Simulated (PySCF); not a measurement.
# Simulated characterisation data

PySCF 2.14.0 with density-fitted response routines calculation with shieldings: GIAO PBE0/pcSseg-1 and geometry from GFN2-xTB; averaged over atoms made equivalent by symmetry, fast rotation or ring inversion, non-relativistic, in vacuum, one computed conformer.

Chemical shifts δ = σref − σ; TMS for 1H and 13C, all at this level. Splittings of carbon signals by F and P are missing where no couplings were computed. Where no couplings were computed, multiplicities follow the n + 1 count of equivalent neighbours, and m marks all less simple cases (inequivalent or close neighbours, rings, F or P nearby). Shifts are as computed. Against solution values, carbons near 30 ppm lie about +3 ppm off and those near 130 ppm about +5 ppm. Of 1211 compounds with measured shifts, 218 miss one by over three times the rms of a fit or turn the order of signals round; such compounds aren't used in these exercises.

Compound 1 (C6H7FO2). 1H NMR (600 MHz, computed): δ 5.60 (m, 1H), 5.17 (m, 1H), 2.30 (m, 2H), 2.07 (s, 3H). 13C{1H} NMR (computed): δ 173.8 (C), 79.9 (CH), 60.6 (CH), 23.1 (CH3), 17.8 (CH). Structure: `CC(=O)O[C@@H]1[C@H]2[C@@H](F)[C@@H]12`.

Compound 2 (C6H7FO2). 1H NMR (600 MHz, computed): δ 6.54 (m, 1H), 6.26 (m, 1H), 5.98 (m, 1H), 5.09 (m, 1H), 4.58 (s, 3H). 13C{1H} NMR (computed): δ 176.5 (C), 164.8 (C), 142.6 (CH), 133.1 (CH2), 95.0 (CH), 63.2 (CH3). Structure: `C=C/C(=C/C(=O)F)OC`.
